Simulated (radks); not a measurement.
All-electron atom: Ga in [Ar] 3d10 4s2 4p1. All-electron calculation, non-relativistic Kohn-Sham, PBEsol, spin-unpolarised, spherical densities, point nucleus. Program: a radial shooting solver on a logarithmic mesh with Libxc functionals.

Normalised radial functions P(r) = r R(r), r in bohr:

r,2p,3d,4s
0.007699,0.0449,0.0002,0.0638
0.01019,0.0756,0.0004,0.0776
0.01348,0.1259,0.0008,0.0917
0.01798,0.2091,0.0018,0.1040
0.02379,0.3353,0.0039,0.1101
0.03147,0.5230,0.0084,0.1049
0.04198,0.7961,0.0179,0.0810
0.05554,1.1425,0.0366,0.0343
0.07348,1.5439,0.0719,-0.0355
0.09801,1.9413,0.1373,-0.1183
0.1297,2.1928,0.2432,-0.1797
0.173,2.1750,0.4067,-0.1789
0.2289,1.8286,0.6152,-0.0830
0.3028,1.2487,0.8417,0.0916
0.4039,0.6407,1.0305,0.2650
0.5344,0.2384,1.1000,0.3048
0.707,0.0579,1.0245,0.1493
0.943,0.0077,0.8273,-0.1636
1.248,0.0005,0.5860,-0.4809
1.651,0.0000,0.3595,-0.6774
2.202,0.0000,0.1829,-0.6867
2.913,0.0000,0.0766,-0.5335
3.886,0.0000,0.0233,-0.3101
5.141,0.0000,0.0050,-0.1336
6.803,0.0000,0.0007,-0.0398
9.073,0.0000,0.0000,-0.0071
12.01,0.0000,0.0000,-0.0007

2p: eigenvalue -1091.0 eV, 0 radial nodes, <r> = 0.192 bohr, 90 % of the charge inside 0.314 bohr. 3d: eigenvalue -19.783 eV, 0 radial nodes, <r> = 0.806 bohr, 90 % of the charge inside 1.39 bohr. 4s: eigenvalue -8.723 eV, 3 radial nodes at r = 0.0644, 0.264, 0.820 bohr, <r> = 2.38 bohr, 90 % of the charge inside 3.63 bohr.
